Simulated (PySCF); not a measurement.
B2O3, SMILES B(OB=O)=O. The structure is a stationary point at PBE-D3(BJ)/def2-SVP. The values are those of a single conformer.

Q: Give the equilibrium geometry at PBE-D3(BJ)/def2-SVP (PySCF confirms it by a frequency run) as Cartesian coordinates in Å, and its point group. (An estimate is asked for; the answer gives what the named calculation found.)

A: Several could match; the one computed here: point group D∞h.
```xyz
5

O      0.0000     0.0000    -2.5376
B      0.0000     0.0000    -1.3182
O      0.0000     0.0000     0.0000
B      0.0000     0.0000     1.3182
O      0.0000     0.0000     2.5376
```
Charge 0, spin multiplicity 1.
